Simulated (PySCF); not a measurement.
**Stationary points of AsH₃**

Level of theory: PySCF, B3LYP, basis As def2-TZVP, H def2-TZVP (no relativity, density fitting).

Relaxations began from a few typed shapes. The search is not exhaustive: other isomers or separated fragments can lie lower, and high-lying points may rest on an excited occupation.

Q: Which is the lowest minimum found?
A. singlet D3h: As–H 1.469 Å (×3); H–As–H 120.0° (×3)
B. singlet C3v: As–H 1.525 Å (×3); H–As–H 92.0° (×3)

A: B. The others lie at 170.9 (singlet D3h, a saddle point) kJ/mol above it.

Counting electrons, arsenic keeps 2 of its valence electrons outside its bonds, so the VSEPR class is AX3E1 and the expected shape is trigonal pyramidal (C3v), as computed. The angle of 92° is close to 90°: the heavy centre bonds with nearly pure p orbitals and keeps its lone pair s-like.
